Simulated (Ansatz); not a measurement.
Isolated molecules relaxed with PBE0-D4/def2-TZVP in Ansatz; ΔE leaves out vibrations. CCSD(T)/CBS is the MP2 limit (def2-TZVPP, def2-QZVPP) plus CCSD(T) − MP2 in def2-TZVPP, frozen cores. Functionals use def2-TZVPP. B3LYP here is the variant with VWN-RPA as its local correlation; programs differ in this. Elements past krypton have def2 core potentials. For Ge, Sn outer-core shells are correlated without core-valence functions, which leaves a few kJ/mol of doubt a bond. Scalar relativity is left out up to krypton. Each species was taken in one conformer, which may not be the lowest.

Consider the substitution at a C–C bond: `C[CH]1[S][GeH2]1` + `[OH][SnH2][SH]` → `C[O][SnH2][SH]` + `[CH2]1[S][GeH2]1`.

`C[CH]1[S][GeH2]1`:

Cartesian coordinates in Å:
```
C 1.343 0.251 -0.322
C -0.117 0.578 -0.174
S -1.251 -0.095 -1.479
Ge -1.365 -0.657 0.637
H 1.771 0.772 -1.184
H 1.899 0.558 0.568
H 1.500 -0.819 -0.474
H -0.324 1.628 0.020
H -2.576 -0.154 1.420
H -0.879 -2.063 0.988
```

`[OH][SnH2][SH]`:

```xyz
7

O    -0.013   -0.846   -1.512
Sn   -0.072   -0.491    0.418
S    -0.185    1.881    0.755
H    -0.666   -0.340   -2.002
H    -1.503   -1.126    1.091
H     1.385   -1.164    0.975
H     1.053    2.086    0.274
```

`C[O][SnH2][SH]`:

```xyz
10

C     1.090   -1.397   -0.137
O     0.807   -0.138    0.416
Sn   -0.609    0.967   -0.381
S    -1.236    2.524    1.310
H     1.746   -1.935    0.554
H     1.611   -1.323   -1.102
H     0.190   -2.011   -0.286
H    -1.867   -0.118   -0.786
H     0.021    1.859   -1.690
H    -1.754    1.571    2.102
```

`[CH2]1[S][GeH2]1`:

Cartesian coordinates in Å:
```
C -0.524 0.385 -0.736
S -1.410 0.372 0.883
Ge 0.621 -0.394 0.603
H -0.959 -0.268 -1.486
H -0.285 1.378 -1.104
H 1.759 0.436 1.192
H 0.799 -1.909 0.648
```

Problem. Is it downhill or uphill in electronic energy at CCSD(T)/CBS, and by how much? (Best estimate.)

Solution. Ansatz gave: Uphill: ΔE = +71.8 kJ/mol.

Problem. What do these levels give: r2SCAN-D4, B3LYP-D4, ωB97M-V, B2PLYP, PBE, PBE0, HF/def2-TZVPP, MP2/def2-TZVPP, CCSD/def2-TZVPP, SCS-MP2/def2-QZVPP, HF/CBS(def2), MP2/CBS(def2)? (An estimate is asked.)

Solution. The calculation gave: r2SCAN-D4 69.3, B3LYP-D4 65.2, ωB97M-V 68.1, B2PLYP 67.1, PBE 67.9, PBE0 68.5, HF/def2-TZVPP 56.3, MP2/def2-TZVPP 77.2, CCSD/def2-TZVPP 67.6, SCS-MP2/def2-QZVPP 72.2, HF/CBS(def2) 55.5, MP2/CBS(def2) 79.7 kJ/mol.

Largest T1 diagnostic among the species: 0.013.

In def2-TZVPP, CCSD(T) changes the Hartree–Fock value by +12.9 kJ/mol (the triples alone add +1.7 kJ/mol) and MP2 by +20.8 kJ/mol.
